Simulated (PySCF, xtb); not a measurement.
C₃H₇O₂, SMILES OC[C](O)C, multiplicity 2.

Coordinates come from a B3LYP-D3(BJ)/def2-SVP optimisation. The isomer is the one that the SMILES or the coordinates give; other isomers of the formula were not compared. Other conformers were not sampled.

Computed with IEF-PCM-B3LYP/def2-SVP (PySCF).

The values are the electrostatic part of the solvation free energy, E(continuum) − E(gas) at the gas-phase geometry, in a cavity of scaled van der Waals radii (PySCF's table); cavitation and dispersion terms are not included. The dipole moment in vacuum is 1.48 D.

Computed values in water (ε = 78.36), 2-propanol (ε = 19.26), diethylether (ε = 4.24):
```json
[
 {"solvent": "water", "ε": "78.36", "ΔG(elec) (kcal/mol)": "-7.3", "dipole (D)": "1.94"},
 {"solvent": "2-propanol", "ε": "19.26", "ΔG(elec) (kcal/mol)": "-6.8", "dipole (D)": "1.90"},
 {"solvent": "diethylether", "ε": "4.24", "ΔG(elec) (kcal/mol)": "-4.9", "dipole (D)": "1.76"}
]
```

For comparison, GFN2-xTB/ALPB(water) (xtb, at the GFN2-xTB geometry, all terms of that model) gives -7.8 kcal/mol.
